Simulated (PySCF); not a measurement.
# Electron correlation in Ru²⁺ (ruthenium, charge +2)

[Kr] 4d6, high-spin 5D determinant. All numbers are calculated (PySCF 2.14, scalar relativity through the core potential, in def2-QZVPPD with the def2 core potential (28 electrons) (7s5p4d4f2g, 88 functions)). Frozen: 4s2 4p6; 6 electrons correlated.

```
  level  correlation energy (mhartree)
   CCSD                        -116.84
    (T)                          -2.53
CCSD(T)                        -119.37
```

Diagnostics: T1 = 0.00088, D1 = 0.0017, largest double amplitude 0.023.

Cost of the coupled-cluster step: of the order of 30 core-seconds, for 6 correlated electrons.
